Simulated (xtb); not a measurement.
O2 (SMILES O=O), triplet, from a rough starting geometry; GFN2-xTB (xtb 6.7.1).

The xtb input:
```
$ xtb mol.xyz --gfn 2 --uhf 2 --opt vtight --json

# file mol.xyz
2

O      0.01007299     0.00970774     0.57503461
O      0.03533959    -0.00245606    -0.57099057
```

Task: Predict the main parts of the log of this xtb run.

Result: 
```
   ID    Z sym.   atoms
    1    8 O      1, 2

           -------------------------------------------------
          |                Calculation Setup                |
           -------------------------------------------------

           -------------------------------------------------
          |                 G F N 2 - x T B                 |
           -------------------------------------------------

          ...................................................
          :                      SETUP                      :
          :.................................................:
          :  # basis functions                   8          :
          :  # atomic orbitals                   8          :
          :  # shells                            4          :
          :  # electrons                        12          :
          :  max. iterations                   250          :
          :  Hamiltonian                  GFN2-xTB          :
          :  restarted?                      false          :
          :  GBSA solvation                  false          :
          :  PC potential                    false          :
          :  electronic temp.          300.0000000     K    :
          :  accuracy                    1.0000000          :
          :  -> integral cutoff          0.2500000E+02      :
          :  -> integral neglect         0.1000000E-07      :
          :  -> SCF convergence          0.1000000E-05 Eh   :
          :  -> wf. convergence          0.1000000E-03 e    :
          :  Broyden damping             0.4000000          :
          :  net charge                          0          :
          :  unpaired electrons                  2          :
          ...................................................

 iter      E             dE          RMSdq      gap      omega  full diag
   1     -7.9129465 -0.791295E+01  0.475E+00   19.54       0.0  T
   2     -7.9129542 -0.763560E-05  0.286E+00   19.53       1.0  T
   3     -7.9129608 -0.665056E-05  0.472E-02   19.53       1.5  T
   4     -7.9129608 -0.257250E-08  0.223E-02   19.53       3.2  T
   5     -7.9129608 -0.473422E-09  0.356E-05   19.53    1984.0  T
   6     -7.9129608  0.888178E-15  0.197E-07   19.53  100000.0  T

   *** convergence criteria satisfied after 6 iterations ***

 transition dipole moment (au) for excitation:           6           7
     X       Y       Z
  -0.0000   0.0000  -0.0000  total (au/Debye):    0.000   0.000
[...]
         :: total energy              -7.897478236635 Eh    ::
 * total energy  :    -7.8974782 Eh     change       -0.7105427E-14 Eh
 * total energy  :    -7.9040737 Eh     change       -0.6595445E-02 Eh
 * total energy  :    -7.9041168 Eh     change       -0.4307814E-04 Eh
 * total energy  :    -7.9041183 Eh     change       -0.1565095E-05 Eh
 * total energy  :    -7.9041183 Eh     change       -0.3715996E-09 Eh
   *** GEOMETRY OPTIMIZATION CONVERGED AFTER 5 ITERATIONS ***
         :: total energy              -7.904118325580 Eh    ::
[...]
         2        2.0000           -0.7368747             -20.0514
         3        2.0000           -0.6614464             -17.9989
         4        2.0000           -0.6614464             -17.9989
         5        2.0000           -0.6381687             -17.3655
         6        1.0000           -0.4428877             -12.0516
         7        1.0000           -0.4428877             -12.0516 (HOMO)
         8                          0.1240617               3.3759 (LUMO)
      -------------------------------------------------------------
                  HL-Gap            0.5669494 Eh           15.4275 eV
             Fermi-level           -0.3499706 Eh           -9.5232 eV

     #   Z          covCN         q      C6AA      α(0)
     1   8 O        0.979    -0.000    15.074     5.208
     2   8 O        0.979     0.000    15.074     5.208

 Mol. C6AA /au·bohr⁶  :         60.297403
 Mol. C8AA /au·bohr⁸  :       1216.834440
 Mol. α(0) /au        :         10.415953

Wiberg/Mayer (AO) data.
largest (>0.10) Wiberg bond orders for each atom

 ---------------------------------------------------------------------------
     #   Z sym  total        # sym  WBO       # sym  WBO       # sym  WBO
 ---------------------------------------------------------------------------
     1   8 O    2.000 --     2 O    2.000
     2   8 O    2.000 --     1 O    2.000
 ---------------------------------------------------------------------------

Topologies differ in total number of bonds
Writing topology from bond orders to xtbtopo.mol

molecular dipole:
                 x           y           z       tot (Debye)
 q only:        0.000      -0.000      -0.000
   full:        0.000       0.000       0.000       0.000
molecular quadrupole (traceless):
                xx          xy          yy          xz          yz          zz
 q only:        0.000      -0.000       0.000      -0.000      -0.000      -0.000
  q+dip:        0.604       0.000       0.605       0.040      -0.019      -1.208
   full:        0.616       0.000       0.617       0.041      -0.020      -1.232

optimized geometry written to: xtbopt.xyz

           -------------------------------------------------
          | TOTAL ENERGY               -7.904118325580 Eh   |
          | GRADIENT NORM               0.000019683005 Eh/α |
          | HOMO-LUMO GAP              15.427478922644 eV   |
           -------------------------------------------------

normal termination of xtb
```
